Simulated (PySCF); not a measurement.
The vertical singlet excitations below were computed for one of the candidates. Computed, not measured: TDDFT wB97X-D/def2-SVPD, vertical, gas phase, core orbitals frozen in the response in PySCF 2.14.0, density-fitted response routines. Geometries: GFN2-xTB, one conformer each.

```csv
state,ν̃ (cm⁻¹),f,"main configurations (H = HOMO, L = LUMO)"
S1,49480,0.0022,"H→L (78%), H→L+4 (8%)"
S2,55330,0.020,"H→L+1 (72%), H→L+3 (11%), H→L+4 (9%)"
S3,55970,0.0023,"H→L+2 (51%), H→L+4 (28%), H→L+1 (11%)"
S4,57860,0.0008,"H→L+4 (45%), H→L+3 (28%), H→L+2 (16%)"
S5,60130,0.0007,"H→L+6 (44%), H→L+3 (17%), H→L+2 (11%)"
S6,63010,0.088,"H→L+6 (38%), H→L+3 (26%)"
S7,64560,0.0054,"H→L+5 (51%), H→L+7 (20%), H→L+8 (10%)"
S8,66200,0.014,"H→L+8 (46%), H→L+9 (15%)"
```

Orbital energies (eV): HOMO-3 -11.07, HOMO-2 -10.72, HOMO-1 -10.11, HOMO -8.12, LUMO 2.31, LUMO+1 2.47, LUMO+2 2.84.

Question: Which candidate is it?
A. `C1C[C@@H](C2CC2)[SiH2]1`
B. `N#CC[C@@H]1CC[SiH2]1`
C. `CN(C)[C@@H]1CC[SiH2]1`
D. `CN[C@@H](C)[SiH2]C`

Answer: D. Its S1 lies at 6.13 eV; the nearest of the others has S1 at 5.74 eV. S1 is HOMO→LUMO (78%), HOMO→LUMO+4 (8%). Löwdin shares by element: HOMO nitrogen 53%, carbon 27% or more (atoms not listed hold the other 20%); LUMO carbon 27% or more, silicon 18%, hydrogen 6% or more (atoms not listed hold the other 48%). At the same level the other candidates give, for their lowest levels:
- `C1C[C@@H](C2CC2)[SiH2]1`: 6.99 eV (f 0.026); 7.19 eV (f 0.055); 7.55 eV (f 0.009); 7.73 eV (f 0.010); 7.84 eV (f 0.025); T1 6.35 eV; HOMO -9.42, LUMO 1.93 eV
- `N#CC[C@@H]1CC[SiH2]1`: 7.17 eV (f 0.023); 7.32 eV (f 0.064); 7.57 eV (f 0.020); 7.86 eV (f 0.004); 7.90 eV (f 0.011); T1 6.44 eV; HOMO -10.01, LUMO 1.57 eV
- `CN(C)[C@@H]1CC[SiH2]1`: 5.74 eV (f 0.030); 6.56 eV (f 0.017); 6.87 eV (f 0.004); 7.00 eV (f 0.024); 7.08 eV (f 0.018); T1 5.60 eV; HOMO -7.94, LUMO 1.87 eV

The values belong to the conformer `[CH3:1][NH:2][C@@H:3]([CH3:4])[SiH2:5][CH3:6]`: C1–N2–C3–C4 72°, N2–C3–Si5–C6 58°.
Triplets come from the Tamm–Dancoff approximation.
